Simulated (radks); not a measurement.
Question: Spherical quantum dot in the effective-mass picture: electrons in a well V = -V0 / (1 + exp((r - R)/a)) with V0 = 5.16, R = 9.55, a = 0.83, all in effective atomic units (hartree* = m*/eps^2 hartree, bohr* = eps/m* bohr), one dielectric constant everywhere. Method: non-relativistic Kohn-Sham, PBEsol, spin-polarised, spherical densities; computed with a radial shooting solver with Libxc functionals. Levels are named by radial order and angular momentum (1s, 1p, 1d, 2s, ...), and open shells are averaged over m. Results are scaled to m* = 0.451 and eps = 8.9, for which hartree* = 154.9 meV and bohr* = 1.044 nm. At N = 5 the configuration is 1s2 1p(up 3, down 0). Does electron 6 go into 1p down or 1d up or 1d down?

Answer: Into 1p down. The total energies of the other choices lie higher by 6.92 meV (1d up), 12.1 meV (1d down).
